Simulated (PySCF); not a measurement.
C6H12BO2 (SMILES [CH2]C1(C)OBOC1(C)C), doublet, at a GFN2-xTB geometry; PySCF with BHANDHLYP/STO-3G.

Input for PySCF:
```python
from pyscf import gto, scf, dft

mol = gto.Mole()
mol.atom = '''
    C     1.449594    0.824541    1.180045
    C     0.840397    0.072580    0.077224
    C     1.570844    0.380696   -1.242600
    O     0.948034   -1.332436    0.306461
    B    -0.241839   -1.923405    0.052349
    O    -1.228855   -1.040667   -0.235692
    C    -0.744738    0.281505   -0.044207
    C    -1.198247    1.167250   -1.198473
    C    -1.323393    0.809916    1.272738
    H     1.755944    1.840154    1.030076
    H     1.640508    0.345471    2.118160
    H     1.514850    1.438215   -1.479618
    H     1.143870   -0.206130   -2.051776
    H     2.614030    0.095768   -1.127793
    H    -0.400404   -3.074053    0.072338
    H    -2.283479    1.237721   -1.174985
    H    -0.779572    2.164452   -1.096552
    H    -0.910122    0.746286   -2.156560
    H    -1.021072    0.167717    2.096147
    H    -0.975967    1.822080    1.460958
    H    -2.409570    0.805245    1.213347
'''
mol.basis = 'sto-3g'
mol.charge = 0
mol.spin = 1
mol.verbose = 5
mol.build()

mf = dft.UKS(mol)
mf.xc = 'bhandhlyp'
mf.kernel()
```

What the program printed (banner, timings and long lists left out):

```
PySCF version 2.14.0

[INPUT] verbose = 5
[INPUT] max_memory = 4000
[INPUT] num. atoms = 21
[INPUT] num. electrons = 69
[INPUT] charge = 0
[INPUT] spin (= nelec alpha-beta = 2S) = 1
[INPUT] symmetry False subgroup None
[INPUT] Mole.unit = angstrom
[INPUT] Symbol           X                Y                Z      unit          X                Y                Z       unit  Magmom
[...]
[INPUT] ---------------- BASIS SET ----------------
[INPUT] l, kappa, [nprim/nctr], expnt,             c_1 c_2 ...
[INPUT] O
[...]
                                23.808861         0.53532814
                                6.4436083         0.44463454
[...]
                                1.1695961         0.39951283
                                0.380389          0.70011547
[...]
                                1.1695961         0.60768372
                                0.380389          0.39195739
[INPUT] C
[...]
                                13.045096         0.53532814
                                3.5305122         0.44463454
[...]
                                0.6834831         0.39951283
                                0.2222899         0.70011547
[...]
                                0.6834831         0.60768372
                                0.2222899         0.39195739
[INPUT] H
[...]
                                0.62391373        0.53532814
                                0.1688554         0.44463454
[INPUT] B
[...]
                                8.8873622         0.53532814
                                2.405267          0.44463454
[...]
                                0.5198205         0.39951283
                                0.1690618         0.70011547
[...]
                                0.5198205         0.60768372
                                0.1690618         0.39195739

nuclear repulsion = 488.615783033577
number of shells = 39
number of NR pGTOs = 171
number of NR cGTOs = 57
basis = sto-3g
ecp = {}

******** <class 'pyscf.dft.uks.UKS'> ********
method = UKS
initial guess = minao
damping factor = 0
level_shift factor = 0
DIIS = <class 'pyscf.scf.diis.CDIIS'>
diis_start_cycle = 1
diis_space = 8
diis_damp = 0
SCF conv_tol = 1e-09
SCF conv_tol_grad = None
SCF max_cycles = 50
direct_scf = True
direct_scf_tol = 1e-13
number electrons alpha = 35  beta = 34
XC library pyscf.dft.libxc version 7.1.2
    S. Lehtola, C. Steigemann, M. J. T. Oliveira, and M. A. L. Marques,  SoftwareX 7, 1–5 (2018)
XC functionals = bhandhlyp
    A. D. Becke,  J. Chem. Phys. 98, 1372 (1993)
    Defined through Gaussian implementation.
radial grids:
    Treutler-Ahlrichs [JCP 102, 346 (1995); DOI:10.1063/1.469408] (M4) radial grids

becke partition: Becke, JCP 88, 2547 (1988); DOI:10.1063/1.454033
pruning grids: <function nwchem_prune>
grids dens level: 3
symmetrized grids: False
atomic radii adjust function: <function treutler_atomic_radii_adjust>
small_rho_cutoff = 0
Set gradient conv threshold to 3.16228e-05
atom C rad-grids = 75, ang-grids = [ 50  50  50  50  50  50  50  50  50  50  50  50  50  50  50  50  50  50
  50  50  50  50  86  86  86  86  86  86  86  86  86  86 266 266 266 266
 266 266 302 302 302 302 302 302 302 302 302 302 302 302 302 302 302 302
 302 302 302 302 266 266 266 266 266 266 266 266 266 266 266 266 266 266
 266 266 266]
atom O rad-grids = 75, ang-grids = [ 50  50  50  50  50  50  50  50  50  50  50  50  50  50  50  50  50  50
  50  50  50  50  50  86  86  86  86  86  86  86  86  86 266 266 266 266
 266 266 266 302 302 302 302 302 302 302 302 302 302 302 302 302 302 302
 302 302 302 302 302 266 266 266 266 266 266 266 266 266 266 266 266 266
 266 266 266]
atom B rad-grids = 75, ang-grids = [ 50  50  50  50  50  50  50  50  50  50  50  50  50  50  50  50  50  50
  50  50  50  50  50  86  86  86  86  86  86  86  86  86 266 266 266 266
 266 266 266 302 302 302 302 302 302 302 302 302 302 302 302 302 302 302
 302 302 302 302 266 266 266 266 266 266 266 266 266 266 266 266 266 266
 266 266 266]
[...]
nelec by numeric integration = [34.99997832 33.99998293]
E1 = -1522.6447061162278  E2 = 628.2216836840319  Ecoul = 686.6078079954788  Exc = -58.38612431144689
cycle= 10 E= -405.807239398619  delta_E= -1.27e-09  |g|= 1.2e-05  |ddm|= 7.74e-05
  alpha mo_energy =
[-19.43832145 -19.43759751 -10.48573099 -10.48475536 -10.41906881
 -10.41834874 -10.41504975 -10.38897073  -6.89759395  -1.15760071
  -1.07796628  -0.88777041  -0.8271702   -0.78295853  -0.74974192
  -0.67280558  -0.59109199  -0.57417901  -0.51955988  -0.50333486
  -0.48836959  -0.46208288  -0.4569456   -0.44514429  -0.43666918
  -0.42591769  -0.41333716  -0.40238336  -0.38307518  -0.36230715
  -0.32981878  -0.31381293  -0.29170507  -0.24111429  -0.21102845
   0.22742771   0.35065633   0.36403409   0.42663232   0.45320488
   0.47185248   0.49265926   0.51196665   0.52942094   0.5353979
   0.5496066    0.56068991   0.57293406   0.57734734   0.5814543
   0.5914913    0.60273215   0.62300748   0.64918881   0.66121016
   0.71421784   0.74028192]
  beta  mo_energy =
[-19.43815345 -19.43744599 -10.48736017 -10.48339502 -10.41911331
 -10.41760426 -10.4150287  -10.37050384  -6.89763048  -1.15671606
  -1.07704707  -0.88033508  -0.81963168  -0.7746728   -0.72780778
  -0.65968754  -0.58484606  -0.57023642  -0.51519324  -0.50017728
  -0.48535507  -0.45791881  -0.45644239  -0.44393542  -0.43582031
  -0.42261425  -0.41188945  -0.39943525  -0.38001197  -0.36107176
  -0.32702697  -0.29852418  -0.29030909  -0.23183396   0.12395832
   0.22766251   0.35210705   0.36972952   0.434272     0.45540457
   0.47953717   0.50852375   0.51800458   0.53664098   0.53912147
   0.55113655   0.56215358   0.57693834   0.57961109   0.58582287
   0.59458124   0.60563883   0.62487975   0.65766556   0.67058337
   0.71663341   0.74104299]
multiplicity <S^2> = 0.75593577  2S+1 = 2.005927
nelec by numeric integration = [34.99997832 33.99998293]
E1 = -1522.644697895322  E2 = 628.2216754628892  Ecoul = 686.6077985880676  Exc = -58.38612312517838
cycle= 11 E= -405.807239398856  delta_E= -2.37e-10  |g|= 4.83e-06  |ddm|= 3.42e-05
  alpha mo_energy =
[-19.4383216  -19.43759714 -10.48573341 -10.48475601 -10.41906807
 -10.41834842 -10.41505029 -10.38897202  -6.89759086  -1.15760054
  -1.07796615  -0.88777085  -0.82717055  -0.78295881  -0.74974229
  -0.67280586  -0.59109208  -0.57417902  -0.5195601   -0.50333519
  -0.48836975  -0.46208304  -0.45694558  -0.44514449  -0.43666921
  -0.42591775  -0.41333731  -0.40238353  -0.3830753   -0.36230684
  -0.32981853  -0.31381305  -0.29170511  -0.24111434  -0.2110292
   0.22742891   0.35065579   0.36403375   0.42663183   0.45320455
   0.47185217   0.49265878   0.5119663    0.52942093   0.53539772
   0.54960638   0.56068998   0.57293402   0.57734718   0.58145402
   0.59149116   0.6027322    0.62300756   0.64918816   0.66120983
   0.71421834   0.74028291]
  beta  mo_energy =
[-19.43815338 -19.43744572 -10.48736361 -10.48339479 -10.41911265
 -10.41760368 -10.41502934 -10.3705052   -6.89762745  -1.15671572
  -1.0770467   -0.88033544  -0.81963201  -0.77467301  -0.7278083
  -0.65968786  -0.58484618  -0.57023649  -0.5151934   -0.50017759
  -0.48535525  -0.45791888  -0.45644238  -0.4439356   -0.43582035
  -0.42261428  -0.41188957  -0.39943537  -0.38001215  -0.36107145
  -0.32702655  -0.29852456  -0.2903087   -0.23183362   0.12395761
   0.22766358   0.35210653   0.36972907   0.43427154   0.45540425
   0.47953694   0.50852335   0.5180044    0.53664088   0.53912114
   0.55113633   0.56215372   0.57693827   0.57961092   0.58582266
   0.59458108   0.60563892   0.6248798    0.65766458   0.67058288
   0.71663381   0.74104401]
multiplicity <S^2> = 0.75593595  2S+1 = 2.0059272
nelec by numeric integration = [34.99997832 33.99998293]
E1 = -1522.6447094123794  E2 = 628.2216869799138  Ecoul = 686.6078108322616  Exc = -58.386123852347836
Extra cycle  E= -405.807239398889  delta_E= -3.27e-11  |g|= 2.67e-06  |ddm|= 1.1e-05
converged SCF energy = -405.807239398889  <S^2> = 0.75593595  2S+1 = 2.0059272
```
